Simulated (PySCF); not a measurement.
F2Sn (SMILES [F][Sn][F]), singlet, at a GFN2-xTB geometry (such geometries of metal compounds can be far from the true shape) (core potentials on Sn).

The PySCF input:
```python
from pyscf import gto, scf, dft
from pyscf.prop import polarizability

mol = gto.M(
    atom='''
Sn    0.03838572   -0.02309232    0.34066184
F     0.68870354    1.47725703   -0.94011053
F    -0.90195756   -1.34896637   -0.95245525
''',
    basis='def2-svp',
    ecp={'Sn': 'def2-svp'},
    verbose=4,
)

mf = dft.RKS(mol)
mf.xc = 'camb3lyp'
mf.kernel()
alpha = mf.Polarizability().polarizability()[2, 2]
print('alpha_zz =', alpha)
```

What Mulliken (on the basis functions themselves) charges in atom order does CAMB3LYP/def2-SVP, polarisability (PySCF) give?

Sn1 0.92, F2 -0.46, F3 -0.46

Give the HOMO-LUMO gap at the level CAMB3LYP/def2-SVP, polarisability.

7.83 eV
